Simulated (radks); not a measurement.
Values are calculated unless marked as measured or tabulated.
Pt I, configuration [Xe] 4f14 5d(up 4.875, down 4.125) 6s(up 0.5, down 0.5) (fractional occupations, a model configuration).

Code: a radial shooting solver on a logarithmic mesh with Libxc functionals. Model: non-relativistic Kohn-Sham, BLYP, spin-polarised, spherical densities, point nucleus; relativity is left out, which matters for an element this heavy.

Energy parts (hartree):
| part | energy |
|---|---|
| total | -17335.6277 |
| kinetic | 17331.9739 |
| electron-nucleus | -41290.3543 |
| Hartree | 6958.2915 |
| exchange-correlation | -335.5389 |

Orbitals (lengths in bohr, moments of r in powers of bohr):
| orbital | occ. | eigenvalue (hartree) | <r> |
|---|---|---|---|
| 1s up | 1 | -2615.188 | 0.01941 |
| 1s down | 1 | -2615.188 | 0.01941 |
| 2s up | 1 | -435.1361 | 0.08181 |
| 2s down | 1 | -435.1341 | 0.08181 |
| 2p up | 3 | -418.1212 | 0.06914 |
| 2p down | 3 | -418.1197 | 0.06914 |
| 3s up | 1 | -101.3288 | 0.2067 |
| 3s down | 1 | -101.3280 | 0.2067 |
| 3p up | 3 | -93.33010 | 0.1970 |
| 3p down | 3 | -93.32929 | 0.1970 |
| 3d up | 5 | -78.40210 | 0.1722 |
| 3d down | 5 | -78.40075 | 0.1722 |
| 4s up | 1 | -21.13741 | 0.4565 |
| 4s down | 1 | -21.13582 | 0.4565 |
| 4p up | 3 | -17.70867 | 0.4612 |
| 4p down | 3 | -17.70698 | 0.4611 |
| 4d up | 5 | -11.41392 | 0.4707 |
| 4d down | 5 | -11.41188 | 0.4707 |
| 4f up | 7 | -3.01819 | 0.5035 |
| 4f down | 7 | -3.01541 | 0.5033 |
| 5s up | 1 | -2.94539 | 1.053 |
| 5s down | 1 | -2.93079 | 1.052 |
| 5p up | 3 | -1.87871 | 1.151 |
| 5p down | 3 | -1.86303 | 1.150 |
| 5d up | 4.875 | -0.26802 | 1.653 |
| 5d down | 4.125 | -0.25287 | 1.664 |
| 6s up | 0.5 | -0.15399 | 3.406 |
| 6s down | 0.5 | -0.14949 | 3.443 |

The highest occupied level is 6s down at -4.068 eV. Virial ratio -V/T = 2.00021. Spin moment in Bohr magnetons: 0.75.
